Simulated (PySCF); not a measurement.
Spin states and ions at one geometry of [Hg(H2S)2]2+

PySCF 2.14.0, RKS PBE, Hg def2-SVP with ECP60, S def2-SVP, H def2-SVP; non-relativistic Hamiltonian with scalar-relativistic core potentials where named; density fitting; no spin-orbit coupling; singlets restricted, open shells unrestricted. The geometry is relaxed for charge +2, singlet, vacuum:

```xyz
7

Hg   -0.0114    0.0000    0.0000
S     0.0187   -0.1564    2.4976
H     0.8351    0.9313    2.7310
H    -1.1413    0.5533    2.7317
S     0.0187    0.1564   -2.4976
H     0.8351   -0.9313   -2.7310
H    -1.1413   -0.5533   -2.7317
```

Energies count from the relaxed state; an electron taken off or put on is at rest in vacuum. Charges and spins are Mulliken's.

```json
{"state": "charge +2, singlet, vacuum", "energy (eV)": "0.00", "spin squared": "0.00", "charge on Hg1 (e)": "0.67", "spin on Hg1 (e)": "0.00", "dipole about the centre of mass (D)": "0.57"}
{"state": "charge +2, triplet, vacuum", "energy (eV)": "3.84", "spin squared": "2.00", "charge on Hg1 (e)": "0.35", "spin on Hg1 (e)": "0.54", "dipole about the centre of mass (D)": "0.50"}
{"state": "charge +1, doublet, vacuum", "energy (eV)": "-11.31", "spin squared": "0.75", "charge on Hg1 (e)": "0.22", "spin on Hg1 (e)": "0.48", "dipole about the centre of mass (D)": "0.46"}
```

**Question.** What does the state charge +3, doublet, vacuum give?

**Answer.** energy (eV) 21.23, spin squared 0.76, charge on Hg1 (e) 0.84, spin on Hg1 (e) -0.05, dipole about the centre of mass (D) 0.59.

With an electron taken off (doublet) the charges change, summed by element, by Hg +0.17 e, S +0.57 e, H +0.25 e. The vertical ionisation energy is 21.23 eV, against −ε(HOMO) = 18.35 eV of the relaxed state. The level lies 2.9 eV too high, as is usual for semilocal functionals and global hybrids, which keep a self-interaction error.

With an electron put on (doublet) the charges change, summed by element, by Hg -0.45 e, S -0.28 e, H -0.27 e. The vertical electron affinity is 11.31 eV, against −ε(LUMO) = 14.20 eV of the relaxed state.

Open shells may have lower solutions than those found.

A frequency check found unstable modes (1, the lowest at -36 cm⁻¹), so the relaxed geometry is a saddle point, or these are noise.
